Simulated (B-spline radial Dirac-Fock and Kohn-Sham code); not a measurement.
Relativistic shifts of the levels of Tb⁴⁺

System: Tb⁴⁺, [Xe] 4f7.

Both columns are ΔSCF binding energies of the configuration average from a radial atomic solver: non-relativistic Hartree-Fock with a point nucleus, and Dirac-Fock with a finite nucleus and the Coulomb interaction alone, averaged over the two j levels with weights 2j+1.

```
shell  Hartree-Fock (eV)  Dirac-Fock (eV)  shift (eV)  shift (%)
   1s            49084.4          52281.6    +3197.22      +6.51
   2s             7977.0           8802.0     +825.05     +10.34
   2p             7579.1           7842.5     +263.42      +3.48
   3s             1841.6           2036.2     +194.60     +10.57
   3p             1663.2           1732.0      +68.77      +4.13
   3d             1334.1           1319.1      -15.00      -1.12
   4s              422.7            468.4      +45.71     +10.81
   4p              350.6            365.2      +14.60      +4.16
   4d              221.0            216.9       -4.15      -1.88
   4f              67.62            61.81       -5.81      -8.59
   5s              96.48            104.0       +7.52      +7.79
   5p              72.91            74.51       +1.60      +2.20
```

Relativity binds 1s, 2s, 2p, 3s, 3p, 4s, 4p, 5s, 5p more strongly, among those listed most of all 4s in relative terms, and 3d, 4d, 4f more weakly, because the contracted s and p shells screen the nucleus better.

Values without a named source are computed, but for edge energies of neutral atoms, which are taken from tables.
